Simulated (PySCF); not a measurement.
Electron correlation in N (nitrogen, neutral)

[He] 2s1 2p4, high-spin 4P determinant (an excited configuration). Calculation: PySCF 2.14, in x2c-QZVPPall with one added diffuse shell each of s, p, d, f type (8s5p4d3f1g, 73 functions); the spin-free X2C one-electron Hamiltonian (Gaussian nucleus). Frozen: 1s2; 5 electrons correlated.

MP2 pair energies summed by pair of shells (mhartree):

```tsv
pair	energy	share (%)
2p-2p	-81.43	83.3
2s-2p	-16.32	16.7
```

Total MP2 correlation energy: -97.75 mhartree.

Same-spin part -30.63 and opposite-spin part -67.12 mhartree; SCS-MP2 scales them by 1/3 and 6/5 to -90.76 mhartree.
